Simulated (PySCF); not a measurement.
## State search for GaTe

Unrestricted PBE0; basis Ga def2-SVP, Te def2-SVP with ECP28; scalar-relativistic core potentials; PySCF 2.14. Outer shells of the fragments: Ga 3d10 4s2 4p1; Te 4d10 5s2 5p4.

Followed along the bond (rough minima from three points):

```json
{"2Ms+1": "2", "unpaired": "σ ↑", "⟨S²⟩ at the start": "0.76", "R at minimum (Å)": "2.41", "Te (eV)": "0.00"}
{"2Ms+1": "2", "unpaired": "π ↑", "⟨S²⟩ at the start": "0.75", "R at minimum (Å)": "2.67", "Te (eV)": "0.07"}
{"2Ms+1": "4", "unpaired": "σ ↑, π ↑↑", "⟨S²⟩ at the start": "3.76", "R at minimum (Å)": "2.69", "Te (eV)": "2.39"}
```

Solutions found at the starting distance of 2.525 Å, counted from the lowest of them; the search is not exhaustive and high or unbound solutions are not listed, so other states can lie among these:

```json
{"2Ms+1": "2", "unpaired": "σ ↑", "term": "²Σ⁺", "E (eV)": "0.00", "⟨S²⟩": "0.76", "⟨Lz²⟩": "0.00", "μ (D)": "-2.91"}
{"2Ms+1": "2", "unpaired": "π ↑", "term": "²Π", "E (eV)": "0.07", "⟨S²⟩": "0.75", "⟨Lz²⟩": "1.01", "μ (D)": "-0.92"}
{"2Ms+1": "4", "unpaired": "σ ↑, π ↑↑", "term": "mixed", "E (eV)": "2.37", "⟨S²⟩": "3.76", "⟨Lz²⟩": "2.01", "μ (D)": "0.46"}
{"2Ms+1": "4", "unpaired": "σ ↑, π ↑↑", "term": "mixed", "E (eV)": "2.59", "⟨S²⟩": "3.76", "⟨Lz²⟩": "2.01", "μ (D)": "0.33"}
{"2Ms+1": "2", "unpaired": "σ ↑, π ↑↓", "term": "mixed", "E (eV)": "2.78", "⟨S²⟩": "1.76", "⟨Lz²⟩": "2.01", "μ (D)": "0.20"}
{"2Ms+1": "2", "unpaired": "σ ↑, π ↑↓", "term": "mixed", "E (eV)": "2.97", "⟨S²⟩": "1.76", "⟨Lz²⟩": "2.01", "μ (D)": "0.74"}
{"2Ms+1": "2", "unpaired": "π ↑", "term": "²Π", "E (eV)": "3.41", "⟨S²⟩": "0.79", "⟨Lz²⟩": "1.01", "μ (D)": "-1.91"}
{"2Ms+1": "4", "unpaired": "π ↑↑↑", "term": "⁴Π", "E (eV)": "3.53", "⟨S²⟩": "3.76", "⟨Lz²⟩": "1.00", "μ (D)": "4.20"}
{"2Ms+1": "4", "unpaired": "σ ↑↑, π ↑", "term": "⁴Π", "E (eV)": "4.83", "⟨S²⟩": "3.75", "⟨Lz²⟩": "1.01", "μ (D)": "0.78"}
{"2Ms+1": "4", "unpaired": "σ ↑, π ↑↑", "term": "⁴Σ⁻", "E (eV)": "5.84", "⟨S²⟩": "3.75", "⟨Lz²⟩": "0.00", "μ (D)": "3.97"}
```

A term symbol is given only where ⟨S²⟩ and ⟨Lz²⟩ are close to those of a pure state; real π, δ and φ orbitals otherwise mix terms. A positive dipole means Ga(−)Te(+).

Spin–orbit coupling is left out. Counting both spins, an empty level lies below a filled one in some of these solutions, because spin and occupation are held.
